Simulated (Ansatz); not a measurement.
C₄H₆Si, SMILES `C#C/C=C\[SiH3]`, relaxed with RKS PBE-D4/def2-SVP in the Gaussian-basis code of Ansatz from a rough embedded geometry. The force threshold is 0.03 eV/Å; the program also tests the step.

Charge 0, multiplicity 1.

Start:

```xyz
11

C    -0.079    0.236    2.558
C     0.053   -0.392    1.594
C     0.239   -1.187    0.435
C     0.251   -0.787   -0.787
Si   -0.184    0.911   -1.457
H    -0.269    0.907    3.444
H     0.522   -2.263    0.647
H     0.397   -1.480   -1.595
H    -1.560    1.319   -0.969
H     0.812    1.866   -0.954
H    -0.182    0.870   -2.915
```

```
        step  energy (eV)  largest force (eV/Å)  largest move (Å)
           1  -12104.7889                 9.734             0.000
           2  -12105.3298                 1.380             0.111
3 (rejected)  -12105.3158                 1.156             0.133
           4  -12105.3865                 0.482             0.066
5 (rejected)  -12105.3729                 1.223             0.067
           6  -12105.3999                 0.209             0.032
           7  -12105.4037                 0.068             0.050
           8  -12105.4045                 0.027             0.027
```

End:

```xyz
11

C    -0.122    0.331    2.524
C     0.071   -0.400    1.557
C     0.294   -1.250    0.438
C     0.218   -0.843   -0.860
Si   -0.197    0.915   -1.401
H    -0.292    0.967    3.381
H     0.543   -2.303    0.674
H     0.415   -1.607   -1.633
H    -1.551    1.330   -0.893
H     0.824    1.893   -0.883
H    -0.202    0.968   -2.904
```

It took 9 s on 4 threads of an Arm Neoverse V1 on a shared host, with 0.14 GiB of host memory at the peak.
